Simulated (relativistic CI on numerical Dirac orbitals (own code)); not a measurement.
## Slater and spin-orbit integrals, Tm LI

Method of calculation: Dirac-Coulomb-Breit CI, separate exchange-only KLI orbitals for each configuration, QED by a radiative potential, unscaled Slater integrals (own radial code, finite nucleus).

Slater integrals F^k, G^k are unscaled and averaged over j, outside the closed core [Ne]; ζ comes from projecting the Hamiltonian with its Breit term on Σ l·s of the shell.

- 3s2.3p6.3d: ζ(3d) = 178930 cm⁻¹; <r>(3d) = 0.1796, <r^2>(3d) = 0.03726 (bohr units).
- 3s2.3p5.3d2: ζ(3p) = 1.3073e+06, F^2(3d,3d) = 570640, F^4(3d,3d) = 369240, F^2(3p,3d) = 488610, G^1(3p,3d) = 512170, G^3(3p,3d) = 344530, ζ(3d) = 177410 cm⁻¹; <r>(3p) = 0.2024, <r^2>(3p) = 0.04741, <r>(3d) = 0.1798, <r^2>(3d) = 0.03736 (bohr units).
- 3s.3p6.3d2: F^2(3d,3d) = 570280, F^4(3d,3d) = 369000, G^2(3s,3d) = 390750, ζ(3d) = 178190 cm⁻¹; <r>(3s) = 0.2065, <r^2>(3s) = 0.04871, <r>(3d) = 0.1799, <r^2>(3d) = 0.0374 (bohr units).

Question: Give the Racah parameters of the d shell in 3s2.3p5.3d2.

Answer: B = F²/49 − 5F⁴/441 = 7459 cm⁻¹ and C = 35F⁴/441 = 29305 cm⁻¹.

Averages of the first 10 configurations, taken without configuration mixing, which lowers the lowest level and can move excited configurations by several eV; other configurations of the list can lie among them:

| Configuration | Parity | States | Average energy above the lowest level (eV) |
| --- | --- | --- | --- |
| 3s2.3p6.3d | even | 10 | 34.0 |
| 3s2.3p5.3d2 | odd | 270 | 395.8 |
| 3s.3p6.3d2 | even | 90 | 756.1 |
| 3s2.3p6.4s | even | 2 | 1794.0 |
| 3s2.3p6.4p | odd | 6 | 1930.7 |
| 3s2.3p6.4d | even | 10 | 2079.1 |
| 3s2.3p5.3d.4s | odd | 120 | 2145.6 |
| 3s2.3p6.4f | odd | 14 | 2186.1 |
| 3s2.3p5.3d.4p | even | 360 | 2282.7 |
| 3p6.3d3 | even | 120 | 1489.2 |
